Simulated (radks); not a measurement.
The numbers below are computed, except where a source is named.
Task: Valence configurations of Cd II (all share [Kr]). Code: a radial shooting solver on a logarithmic mesh with Libxc functionals. Model: Dirac Kohn-Sham, PBE, spin-unpolarised, spherical densities, point nucleus; open shells fill j = l - 1/2 first. Order these by energy: 4d10 5s0.5 5p0.5; 4d8 5s1 5p2; 4d10 5p1; 4d8 5s2 5p1; 4d9 5s1 5p1; 4d10 5s1; 4d9.5 5s1 5p0.5; 4d9 5s2; 4d9.5 5s1.5; 4d6 5s1 5p4.

Result: From the lowest, in eV above it: 4d10 5s1 0.000; 4d10 5s0.5 5p0.5 2.746; 4d9.5 5s1.5 3.889; 4d10 5p1 5.533; 4d9.5 5s1 5p0.5 6.763; 4d9 5s2 8.402; 4d9 5s1 5p1 14.443; 4d8 5s2 5p1 25.933; 4d8 5s1 5p2 32.607; 4d6 5s1 5p4 81.890. NIST lists [Kr] 4d10 5s1 as the ground configuration; this level of theory agrees among the configurations tried. The energies are those of spherical spin-averaged densities, not of single terms.
